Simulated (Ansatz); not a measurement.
C2H9OPSi, SMILES `CC[SiH](O)P`, charge 0, multiplicity 1.

Give a relaxed structure at PBE0-D4/def2-TZVP (Ansatz 0.2.0). (Estimate.)

The calculation gave: 
Z-matrix (Å, degrees):
```
C
C 1 1.525
H 1 1.093 2 111.6
H 1 1.093 2 111.6 3 -120.1
H 1 1.094 2 111.4 3 120.2
Si 2 1.873 1 114.9 3 -61.0
H 2 1.096 1 110.6 3 61.4
H 2 1.097 1 110.3 3 178.4
P 6 2.265 2 113.7 1 64.2
O 6 1.653 2 111.4 1 -59.7
H 6 1.486 2 109.6 1 -175.9
H 9 1.423 6 92.7 2 46.3
H 9 1.423 6 94.0 2 -46.9
H 10 0.957 6 118.2 2 74.4
```
This is one stationary point; other conformers may exist.
